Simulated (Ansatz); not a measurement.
`O[SiH]([SiH3])O[SiH3]` + H₂Se → `O[SiH]([SiH3])[SeH]` + silanol  (ligand exchange at the Si–O bond)

Gas-phase electronic energies from Ansatz, PBE0-D4/def2-TZVP geometries. CCSD(T)/CBS adds triple-zeta CCSD(T) − MP2 to the extrapolated MP2 energy (def2 sets, frozen cores). Functionals use def2-TZVPP. B3LYP here is the variant with VWN-RPA as its local correlation; programs differ in this. For Se outer-core shells are correlated without core-valence functions, which leaves a few kJ/mol of doubt a bond. Scalar relativity is left out up to krypton. One conformer a species, not always the lowest.

Is it downhill or uphill in electronic energy at CCSD(T)/CBS, and by how much? (An estimate is asked.)

Computed: Uphill: ΔE = +49.2 kJ/mol.

What do these levels give: PBE-D4, r2SCAN-D4, B3LYP-D4, PBE, r2SCAN, PBE0, HF/def2-TZVPP, MP2/def2-TZVPP, SCS-MP2/def2-TZVPP, CCSD(T)/def2-TZVPP, HF/def2-QZVPP, MP2/CBS(def2)? (Best estimate.)

Ansatz gave: PBE-D4 35.8, r2SCAN-D4 47.7, B3LYP-D4 55.0, PBE 34.4, r2SCAN 46.8, PBE0 39.4, HF/def2-TZVPP 69.4, MP2/def2-TZVPP 48.3, SCS-MP2/def2-TZVPP 54.7, CCSD(T)/def2-TZVPP 54.0, HF/def2-QZVPP 71.9, MP2/CBS(def2) 43.5 kJ/mol.

Largest T1 diagnostic among the species: 0.013.

From PBE to PBE0 (25 % exact exchange), in def2-TZVPP and without D4, ΔE moves by +5.0 kJ/mol. In def2-TZVPP, CCSD(T) changes the Hartree–Fock value by −15.4 kJ/mol (the triples alone add −3.2 kJ/mol) and MP2 by −21.2 kJ/mol.
